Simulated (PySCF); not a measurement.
FH2InO, SMILES [OH][InH][F].

Geometry: B3LYP-D3(BJ)/def2-TZVP. The def2 effective core potentials stand for the cores of In; spin–orbit coupling is left out. One conformer was computed; it need not be the lowest.

All values below come from PBE0/def2-TZVPD run with PySCF.

The molecule is in vacuum.

```
Property                                                                                                        Value
---------------------------------------------------------------------------------------------  ----------------------
total energy                                                                                       -366.34604 hartree
point group                                                                                                        Cs
highest occupied level                                                                                       -8.90 eV
lowest empty level                                                                                           -1.58 eV
orbital gap                                                                                                   7.33 eV
dipole moment                                                                                                  2.08 D
quadrupole, principal values (traceless, Buckingham form, about the centre of nuclear charge)  -12.45, 5.22, 7.23 D·Å
mean static polarisability                                                                       39.3 bohr³ (5.83 Å³)
polarisability, principal values                                                               31.3, 39.7, 47.0 bohr³
```
